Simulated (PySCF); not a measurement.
LDA on O⁺ (oxygen, charge +1)

Configuration: [He] 2s2 2p3, high-spin 4S determinant. Computed with PySCF 2.14 in def2-SVP (3s2p1d, 14 functions), with the non-relativistic Hamiltonian (point nucleus).

| Property | Result |
| --- | --- |
| Total energy | -73.9206 hartree |
| One-electron energy | -98.2046 hartree |
| Hartree (Coulomb) energy | 31.7886 hartree |
| Exchange-correlation energy | -7.5046 hartree |
| Kinetic energy | 74.05935 hartree |
| ⟨S²⟩ | 3.7520 |
| ⟨L²⟩ | 0.000 |
| Sum of ⟨r⟩ | 5.892 bohr |
| Sum of ⟨r²⟩ | 7.633 bohr² |
| Density at the nucleus (Gaussians lack the cusp) | 282 bohr⁻³ |
| Spin density at the nucleus | 0.764 bohr⁻³ |
| Langevin diamagnetic susceptibility | -6.05 ×10⁻⁶ cm³/mol |
| Time after the integrals | 0.04 s of wall time on 1 thread of Neoverse-V1 (shared host) |

```
shell  electrons  mean orbital energy (hartree)  rms radius, mean of both spins (bohr)
 1s α          1                      -19.44820                                  0.233
 1s β          1                      -19.35723                                  0.233
 2s α          1                       -1.49771                                   1.22
 2s β          1                       -1.29447                                   1.22
 2p α          3                       -0.97833                                   1.23
```
